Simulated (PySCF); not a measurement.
One of the candidates below gave these computed data.

All candidates are C5H8OS.

- UV, strongest line: among the 10 lowest singlet transitions: S8 at 7.12 eV (174 nm, f = 0.248) [TDDFT CAM-B3LYP/def2-SVPD]
- NMR, other nuclei: isotropic shieldings of nuclei other than C and H, by class: 273 (1 O), 194 (1 S) ppm [GIAO PBE0/pcSseg-1]
- Rotational structure: rotational constants A, B, C: 4.223, 1.911, 1.449 GHz [PBE0-D3(BJ)/def2-SVP]
- Triplet: lowest triplet excitation (Tamm–Dancoff): 4.03 eV [TDA CAM-B3LYP/def2-SVPD]
- Dipole: 5.30 D [CAM-B3LYP/def2-SVPD]
- UV, first state: lowest singlet excitation: 4.98 eV (249 nm, f = 0.025) [TDDFT CAM-B3LYP/def2-SVPD]
- 13C NMR: chemical shifts (computed TMS as zero) by class: 148.7 (1 C), 138.0 (1 C), 52.7 (1 C), 28.1 (1 C), 19.8 (1 C) ppm [GIAO PBE0/pcSseg-1]
- Polarisability: 81.4 au [CAM-B3LYP/def2-SVPD]
- 1H NMR: chemical shifts (computed TMS as zero) by class: 6.39 (1 H), 6.17 (1 H), 2.93 (1 H), 2.43 (1 H), 2.26 (1 H), 1.94 (1 H), 1.84 (1 H), 1.64 (1 H) ppm [GIAO PBE0/pcSseg-1]

The electronic properties come from PySCF, for the isolated species, density fitting. Levels stand in brackets. One conformer (not necessarily the lowest) at the PBE0-D3(BJ)/def2-SVP geometry, without solvent, vibrations or thermal averaging. NMR values are class means; diastereotopic atoms form classes of their own.

Task: Which candidate is it?
A. `O=C1CCSCC1`
B. `O=[S@]1C=CCCC1`
C. `C=C/C=C\[S@@](C)=O`

Result: B. It is `O=[S@]1C=CCCC1`. Numbering: `[O:1]=[S@:2]1[CH:3]=[CH:4][CH2:5][CH2:6][CH2:7]1`. 5 carbons fall into 5 classes; from least to most shielded: alkene CH carbon [C3] (148.7 ppm), alkene CH carbon [C4] (138.0 ppm), ring sp3 carbon bound to sulfur [C7] (52.7 ppm), allylic carbon [C5] (28.1 ppm), ring CH2 carbon [C6] (19.8 ppm). Hydrogen classes from least to most shielded: 1 H on an alkene CH carbon, C3 (6.39 ppm), 1 H on an alkene CH carbon, C4 (6.17 ppm), 1 H on an sp3 carbon bound to sulfur, C7 (2.93 ppm), 1 H on an sp3 carbon bound to sulfur, C7 (2.43 ppm), 1 H on an allylic carbon, C5 (2.26 ppm), 1 H on an allylic carbon, C5 (1.94 ppm), 1 H on a ring CH2 carbon, C6 (1.84 ppm), 1 H on a ring CH2 carbon, C6 (1.64 ppm). The other shieldings belong to: 273 ppm, sulfinyl oxygen [O1]; 194 ppm, sulfinyl sulfur [S2]. The optimised geometry has point group C1 and is an asymmetric top.

The others, at the same levels:
- `O=C1CCSCC1` fails: it has 3 carbon classes against 5; its computed 13C shifts are 209.6 (1 C), 46.5 (2 C), 35.9 (2 C) ppm, 1H shifts are 2.70 (4 H), 2.34 (4 H) ppm and rotational constant A is 3.969 GHz (against 4.223 GHz).
- `C=C/C=C\[S@@](C)=O` fails: its computed 13C shifts are 152.1 (1 C), 142.3 (1 C), 139.4 (1 C), 131.5 (1 C), 44.4 (1 C) ppm, 1H shifts are 6.97 (1 H), 6.44 (1 H), 6.27 (1 H), 5.64 (1 H), 5.64 (1 H), 2.29 (3 H) ppm and lowest singlet excitation is 4.53 eV (274 nm, f = 0.067) (against 4.98 eV).

Each candidate is one conformer, not necessarily the lowest. Dipoles, sizes and rotational constants follow the conformer. The torsions of the flexible species, by atom-mapped SMILES:
- `[CH2:1]=[CH:2]/[CH:3]=[CH:4]\[S@@:5]([CH3:6])=[O:7]`: C1–C2–C3–C4 -177°, C3–C4–S5–C6 111°

The conformers of `O=[S@]1C=CCCC1` and `O=C1CCSCC1` aren't listed.
